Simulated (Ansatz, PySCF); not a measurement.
C₄H₅FO, SMILES C[C@@H]1OC=C1F. Atoms are numbered in the order given.

```xyz
11

C      1.8267    -0.1141    -0.5621
C      0.6292    -0.4096     0.2999
O     -0.2631    -1.4088    -0.3222
C     -1.2897    -0.4615    -0.2856
C     -0.5599     0.5152     0.2748
F     -0.7375     1.7685     0.6640
H      2.4169     0.7048    -0.1213
H      1.5061     0.1835    -1.5713
H      2.4731    -1.0018    -0.6379
H      0.9081    -0.7712     1.3053
H     -2.2930    -0.6847    -0.6499
```

Coordinates come from a r2SCAN-D4/def2-SVP optimisation. The structure was generated by enumeration; whether it is a known compound was not checked.

Two levels are set side by side: PBE-D3(BJ)/def2-SVP (Ansatz, an electronic-structure program) and r2SCAN-D4/def2-SVP (Ansatz). Each level has its own optimised geometry; the coordinates shown are those of the second. Frequencies come from the Hessian of PySCF at each geometry. Differences are taken from unrounded values.

```tsv
quantity	r2SCAN-D4
mean bond length (Å)	1.277
bond C1–C2 (Å)	1.505
bond C2–O3 (Å)	1.477
bond C2–C5 (Å)	1.507
bond O3–C4 (Å)	1.397
bond C4–C5 (Å)	1.342
bond C5–F6 (Å)	1.324
bond C1–H7 (Å)	1.101
bond C1–H8 (Å)	1.100
bond C1–H9 (Å)	1.101
bond C2–H10 (Å)	1.104
bond C4–H11 (Å)	1.090
highest harmonic wavenumber (cm⁻¹)	3258
mean harmonic wavenumber (cm⁻¹)	1348
zero-point energy (kcal/mol)	52.05
```

Problem. What does PBE-D3(BJ) give, and how far is it from r2SCAN-D4? (An estimate is asked for; the answer gives what the named calculation found.)

Solution. 
```tsv
quantity	PBE-D3(BJ)	PBE-D3(BJ) minus r2SCAN-D4
mean bond length (Å)	1.284	0.007
bond C1–C2 (Å)	1.510	0.006
bond C2–O3 (Å)	1.484	0.007
bond C2–C5 (Å)	1.513	0.006
bond O3–C4 (Å)	1.403	0.006
bond C4–C5 (Å)	1.350	0.008
bond C5–F6 (Å)	1.331	0.006
bond C1–H7 (Å)	1.109	0.008
bond C1–H8 (Å)	1.107	0.007
bond C1–H9 (Å)	1.108	0.008
bond C2–H10 (Å)	1.112	0.008
bond C4–H11 (Å)	1.098	0.007
highest harmonic wavenumber (cm⁻¹)	3185	-72
mean harmonic wavenumber (cm⁻¹)	1314	-34
zero-point energy (kcal/mol)	50.73	-1.32
```
